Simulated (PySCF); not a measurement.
**Computed properties of B(H)(I)(OH) (BH2IO), SMILES OBI**

BH₂IO, SMILES IBO. Geometry: r2SCAN-D4/def2-TZVP. The def2 effective core potentials stand for the cores of I; spin–orbit coupling is left out. The values are those of a single conformer. All values are computed for the isolated molecule unless a solvent is named; none is compared with measurement here.

**Structure.** The optimised structure has Cs symmetry. All 9 harmonic modes at r2SCAN-D4/def2-TZVP (PySCF) are real, so it is a minimum. With heavy atoms numbered as in [BH:1]([I:3])[OH:4], the shortest bond between them is B1–O4 at 1.339 Å and the longest B1–I3 at 2.157 Å.

**Vibrations.** The strongest infrared lines (harmonic, unscaled, degenerate partners summed) lie at 1131 cm⁻¹ (327 km/mol, H 79 %, B 13 %, O 8 %), 1337 cm⁻¹ (308 km/mol, B 61 %, O 35 %), 612 cm⁻¹ (100 km/mol, H 68 %, B 17 %, O 15 %). The softest mode is at 286 cm⁻¹ and the zero-point energy is 17.4 kcal/mol.

**Electronic structure.** ωB97X/def2-TZVPD (PySCF) places the frontier levels at -9.96 and 1.19 eV, a gap of 11.15 eV, and gives a dipole moment of 1.02 D and a mean polarisability of 54.6 bohr³.

**Excitations.** TDDFT-PBE0/def2-SVPD (PySCF) has S1 at 5.32 eV (233 nm, f = 0.000, dark); the most intense of the 10 singlets computed lies at 6.78 eV (f = 0.13). T1 (TDA) is at 5.15 eV. No vertical singlet excitation falls in the visible range (under 3.1 eV).
